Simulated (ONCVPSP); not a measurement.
# Rh (Z = 45): variants of one ONCV potential

Base potential:

Rh, optimised norm-conserving Vanderbilt (ONCV), made with ONCVPSP 4.0.1 (revPBE, scalar-relativistic). Core [Kr], reference 4d8 5s1. Waves: 5s: rc 2.70 bohr, ncon 4, nbas 7, qcut 2.8 1/bohr, 2 projectors, debl 0.3 Ha; p scattering state at 0.2 Ha: rc 2.70 bohr, ncon 4, nbas 9, qcut 3.6 1/bohr, 1 projector; 4d: rc 1.95 bohr, ncon 4, nbas 8, qcut 8.9 1/bohr, 2 projectors, debl 2.4 Ha. Local part: polynomial inside 1.75 bohr (lpopt 5, dvloc0 1 Ha). Core correction: none.

In the p channel the program set the typed energies aside and used 0.050 Ha.

Cutoffs, loose and tight: the cutoffs (Ha) at which the residual kinetic energy of the hardest occupied pseudo-wave falls to 1 and 0.1 mHa per electron. They do not see the model core or the augmentation charge, which bear on the density cutoff. Test errors are all-electron minus pseudo excitation energies from the reference, over the configurations 4d8 5s0; 4d7 5s0; 4d6 5s0; 4d7 5s1 5p1. A dash means not determined; rows that change the core or the reference have their own tests.

| change | outcome | cutoff, loose | cutoff, tight | bound ghosts | GHOST(+) flags above zero | largest test error (meV) |
| --- | --- | --- | --- | --- | --- | --- |
| base | generated, projector energies reset by the program | 24 Ha | 29 Ha | none | s | -54 |
| s: qcut 1.8; p: qcut 2.4; d: qcut 5.9 | generated, projector energies reset by the program | 18 Ha | 56 Ha | none | s | -31 |
| s: qcut 2.3; p: qcut 3; d: qcut 7.4 | generated, projector energies reset by the program | 21 Ha | 24 Ha | none | s | -46 |
| s: qcut 3.1; p: qcut 4; d: qcut 9.8 | failed: ERROR pspot: first pseudo wave function has node, program will stop | – | – | – | – | – |
| s: qcut 3.5; p: qcut 4.5; d: qcut 11.2 | failed: ERROR pspot: first pseudo wave function has node, program will stop | – | – | – | – | – |
| s: qcut 4; p: qcut 5.2; d: qcut 12.8 | failed: ERROR pspot: first pseudo wave function has node, program will stop | – | – | – | – | – |

(1) What comes out with this change to the base: p: qcut 3.5; d: qcut 8.7?

## Answers

(1) outcome: generated, projector energies reset by the program; cutoff, loose: 24 Ha; cutoff, tight: 28 Ha; bound ghosts: none; GHOST(+) flags above zero: s; largest test error (meV): -54.
